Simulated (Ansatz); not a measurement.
C9H20O4 (`CCOC(OCC)(OCC)OCC`). The species carries charge 0 and has multiplicity 1. All single points use the PBE0-D4/def2-TZVP geometry. It is one conformer, not always the lowest.

```xyz
33

C     2.299    1.148   -2.581
C     1.748    0.145   -1.601
O     0.529    0.666   -1.089
C     0.000    0.000    0.000
O    -0.134   -1.331   -0.344
C    -0.608   -2.192    0.682
C    -0.949   -3.516    0.048
O    -1.204    0.598    0.315
C    -2.150    0.682   -0.742
C    -3.469    1.100   -0.143
O     0.809    0.067    1.117
C     1.011    1.365    1.660
C     2.119    1.268    2.677
H     2.500    2.103   -2.091
H     3.232    0.779   -3.012
H     1.591    1.324   -3.394
H     2.449   -0.027   -0.777
H     1.560   -0.818   -2.086
H     0.164   -2.308    1.447
H    -1.487   -1.745    1.158
H    -1.732   -3.398   -0.705
H    -0.072   -3.950   -0.435
H    -1.304   -4.215    0.808
H    -2.233   -0.291   -1.238
H    -1.806    1.408   -1.484
H    -3.377    2.065    0.359
H    -3.817    0.365    0.586
H    -4.224    1.192   -0.927
H     1.272    2.061    0.857
H     0.083    1.717    2.120
H     1.857    0.563    3.469
H     3.048    0.931    2.212
H     2.296    2.245    3.132
```

(1) What is the dipole moment at r2SCAN/def2-TZVPP? (Best estimate.)

(2) Give the Mulliken charges with r2SCAN, ωB97M-V, PBE in def2-TZVPP. (Best estimate.)

## Answers

(1) Ansatz gave: 0.00 D, zero by symmetry or nearly so.

(2) Ansatz gave: 
```csv
atom,r2SCAN,ωB97M-V,PBE
C1,-0.13,-0.30,-0.25
C2,0.10,-0.05,0.01
O3,-0.32,-0.31,-0.26
C4,0.54,0.55,0.44
O5,-0.32,-0.31,-0.26
C6,0.10,-0.05,0.01
C7,-0.13,-0.30,-0.25
O8,-0.32,-0.31,-0.26
C9,0.10,-0.05,0.01
C10,-0.13,-0.30,-0.25
O11,-0.32,-0.31,-0.26
C12,0.10,-0.05,0.01
C13,-0.13,-0.30,-0.25
H14,0.04,0.10,0.08
H15,0.04,0.09,0.08
H16,0.05,0.10,0.09
H17,0.04,0.11,0.07
H18,0.05,0.12,0.08
H19,0.05,0.12,0.08
H20,0.04,0.11,0.07
H21,0.04,0.10,0.08
H22,0.05,0.10,0.09
H23,0.04,0.09,0.08
H24,0.04,0.10,0.07
H25,0.05,0.12,0.08
H26,0.05,0.10,0.09
H27,0.04,0.10,0.08
H28,0.04,0.09,0.08
H29,0.04,0.10,0.07
H30,0.05,0.12,0.08
H31,0.05,0.10,0.09
H32,0.04,0.10,0.08
H33,0.04,0.09,0.08
```
